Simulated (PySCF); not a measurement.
Compound: C4H12PSi2 (doublet state).
Cartesian coordinates in Å at the GFN2-xTB level; atoms count from 1:
```
atom  x, y, z in Å
C1    -1.7045    1.5793    1.3107
C2    -2.0897    0.5679    0.4890
C3    -1.2944   -0.5036    0.0799
C4    -1.8771   -1.5160   -0.8504
Si5    0.4806   -0.7248    0.6178
Si6    1.8657    0.8739   -0.3838
P7     4.0534    0.5775    0.0062
H8    -0.7089    1.6294    1.7148
H9    -2.3837    2.3664    1.5845
H10   -3.1094    0.5924    0.1155
H11   -2.8059   -1.1656   -1.2978
H12   -2.0896   -2.4410   -0.3102
H13   -1.1750   -1.7681   -1.6441
H14    0.8736   -2.0899    0.2247
H15    0.5949   -0.6873    2.0869
H16    1.6162    2.2506    0.0675
H17    1.7705    0.9104   -1.8511
H18    3.9142    0.3285    1.3585
H19    4.0591   -0.7708   -0.2957
```

The hyperfine couplings belong to this conformer and change with its torsions.

Identity: `[SiH2]([SiH2][C](C)C=C)P` [radical].

The calculation used PySCF, UKS B3LYP, pcH-1 on C H P Si, non-relativistic, mean-field spin-orbit, GIAO. Geometry: GFN2-xTB, one conformer, isolated molecule. The geometry wasn't refined by DFT: couplings that depend on bond lengths, twists or pyramidal angles can differ widely from those at the functional's own minimum. No stability test was run, so a lower SCF solution isn't excluded. ⟨S²⟩ is 0.774 where a pure state has 0.75.

Mulliken spin populations: C1 +0.610, C2 -0.254, C3 +0.666, C4 -0.057, Si5 -0.029, Si6 +0.021, P7 +0.008, H8 -0.024, H9 -0.028, H10 +0.008, H11 +0.003, H12 +0.038, H13 +0.020, H14 +0.001, H15 +0.016, H16 0.000, H17 -0.001, H18 0.000, H19 0.000. Main spin sites, with 60 % or more of the largest population: C1, C3; positions count bonds from the nearest.

Q: Give the computed dipolar 1H tensors of H11, H12, H13, H14, H15, H16, H17, H18, H19.

A: 
```
atom         position  distance from C3 (Å)  T1 (MHz)     T2    T3
 H11  2 bonds from C3                  2.15     -2.89  -2.52  5.41
 H12  2 bonds from C3                  2.13     -4.02  -2.22  6.24
 H13  2 bonds from C3                  2.14     -3.47  -2.61  6.08
 H14  2 bonds from C3                  2.69     -2.07  -1.99  4.05
 H15  2 bonds from C3                  2.76     -2.34  -1.31  3.64
 H16  3 bonds from C3                  4.01     -1.59  -0.62  2.21
 H17  3 bonds from C3                  3.89     -1.04  -0.94  1.98
 H18  4 bonds from C3                  5.43     -0.59  -0.31  0.90
 H19  4 bonds from C3                  5.37     -0.58  -0.27  0.85
```

Q: Estimate them with point dipoles: put each population ρk at its nucleus, leave out the nucleus itself and the atom bound to it, and sum T = Σ [ρk/(2S)]·C·(3 n nᵀ − 1)/r³ with C = μ0 gₑ μB g_N μN/(4π h) = 79.06 MHz Å³.

A: 
```tsv
atom	T1 (MHz)	T2	T3	T3, computed	difference in T3 (%)
H11	-5.35	-4.43	9.78	5.41	+81
H12	-5.73	-4.84	10.57	6.24	+69
H13	-5.91	-4.44	10.36	6.08	+70
H14	-2.84	-2.47	5.32	4.05	+31
H15	-3.07	-1.86	4.94	3.64	+36
H16	-1.43	-0.94	2.37	2.21	+7
H17	-1.04	-0.83	1.87	1.98	-6
H18	-0.47	-0.44	0.91	0.90	+2
H19	-0.46	-0.40	0.86	0.85	0
```

In T3 the estimate is closest for H19 (0 %, 5.37 Å from C3) and worst for H11 (+81 %, 2.15 Å).
